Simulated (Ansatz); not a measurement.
Relaxation of H$_{2}$InS (4 atoms, charge 0, multiplicity 2), to a largest force component of 0.015 eV/Å in at most 40 steps.

Theory: Ansatz 0.2.0, UKS B3LYP-D4/def2-SVP.

```xyz
4
Properties=species:S:1:pos:R:3
S 0.513 -1.155 0.200
In -0.320 1.042 -0.720
H -0.926 -1.139 0.543
H -1.110 0.053 -1.045
```

**Question.** Where does it end, and by what steps?

**Answer.** The forces met the threshold. After 8 steps the energy has fallen by 3.279 eV; H4 moved furthest, 1.00 Å. The start is strongly strained (largest force component 10 eV/Å).

| step | energy less start (eV) | largest force component (eV/Å) | accepted |
| --- | --- | --- | --- |
| 0 | 0.0000 | 9.507 | yes |
| 1 | -2.1697 | 2.948 | yes |
| 2 | -2.7566 | 0.942 | yes |
| 3 | -2.9829 | 0.435 | yes |
| 4 | -3.1445 | 0.367 | yes |
| 5 | -3.2471 | 0.313 | yes |
| 6 | -3.2645 | 0.162 | yes |
| 7 | -3.2788 | 0.025 | yes |
| 8 | -3.2792 | 0.006 | yes |

```xyz
4
Properties=species:S:1:pos:R:3
S 0.609 -0.992 0.730
In -0.108 0.784 -0.849
H -0.580 -1.634 0.625
H -1.764 0.643 -1.527
```

Whether the end is a true minimum wasn't checked by a vibrational analysis.

Run time: 58 s on 1 CPU thread of a shared host.
